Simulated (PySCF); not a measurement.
Nuclear quadrupole coupling in `CC(=O)C#C[SiH2][SiH3]`

C4H8OSi2.
Atom-mapped SMILES: `[CH3:1][C:2](=[O:3])[C:4]#[C:5][SiH2:6][SiH3:7]` (hydrogens: H8, H9, H10 on C1; H11, H12 on Si6; H13, H14, H15 on Si7)

Geometry (GFN2-xTB, Å), atoms numbered from 1 in this order:
```
atom  x, y, z in Å
C1     3.1937    0.4650    0.3975
C2     2.3688    0.2997   -0.8569
O3     2.7639    0.5710   -1.9661
C4     1.0520   -0.2158   -0.6003
C5    -0.0580   -0.6577   -0.4059
Si6   -1.7887   -1.2507   -0.1098
Si7   -3.2246    0.5644   -0.1578
H8     2.6953    1.1607    1.0708
H9     3.2782   -0.4933    0.9072
H10    4.1823    0.8396    0.1447
H11   -1.7292   -1.9528    1.1811
H12   -2.0321   -2.2591   -1.1489
H13   -3.5108    1.0555    1.1937
H14   -4.5102    0.1943   -0.7570
H15   -2.6849    1.6872   -0.9256
```

Field gradients from the PBE0/pcSseg-1 density (PySCF, non-relativistic), principal values in atomic units, ordered |Vxx| ≤ |Vyy| ≤ |Vzz|:

```tsv
atom	Vxx	Vyy	Vzz
O3	0.5671	1.5194	-2.0865
```

Question: Find the asymmetry η = (Vxx − Vyy)/Vzz and the couplings χ = eQV/h (234.96 MHz × Q in barn × V in au), with Q(17O) = −0.0256 b.

Answer: 
```csv
atom,environment,nucleus,η,χzz (MHz),χxx (MHz),χyy (MHz)
O3,ketone oxygen,17O,0.46,12.55,-3.41,-9.14
```

Question: What is Vzz at O3 in SI units (1 au = 9.71736 × 10²¹ V/m²)?

Answer: -2.0865 au = -20.275 × 10²¹ V/m².

Question: And the gradient at the other heavy atoms, for which no coupling is worked out here?

Answer: 
| atom | environment | Vzz (au) | η |
| --- | --- | --- | --- |
| C1 | methyl carbon next to a carbonyl | 0.074 | 0.87 |
| C2 | ketone carbonyl carbon | 0.465 | 0.35 |
| C4 | alkyne carbon | -0.339 | 0.20 |
| C5 | alkyne carbon | -0.372 | 0.59 |
| Si6 | SiH2 silicon | 0.404 | 0.04 |
| Si7 | SiH3 silicon | 0.116 | 0.29 |

Question: What couplings would deuterons (Q(2H) = 0.00286 b) have in place of the hydrogens, at this geometry?

Answer: 
```csv
atom,bonded to,bond length (Å),Vzz (au),η,χzz (kHz)
H8,C1,1.089,0.3108,0.04,209
H9,C1,1.089,0.3106,0.04,209
H10,C1,1.087,0.3122,0.01,210
H11,Si6,1.471,0.1573,0.02,106
H12,Si6,1.468,0.1588,0.02,107
H13,Si7,1.466,0.1619,0.00,109
H14,Si7,1.466,0.1620,0.01,109
H15,Si7,1.463,0.1636,0.00,110
```

Geometry: GFN2-xTB; no solvent, vibrations or thermal averaging. GFN2-xTB bond lengths can be off by several hundredths of an ångström, more for odd bonds, and the gradients follow them. The small basis limits the accuracy of the gradients.

These values come from a run that also computed NMR shieldings. Time: 43 s; peak memory 0.78 GiB. Hardware: one thread of an Arm Neoverse N1, no GPU, on a shared host.
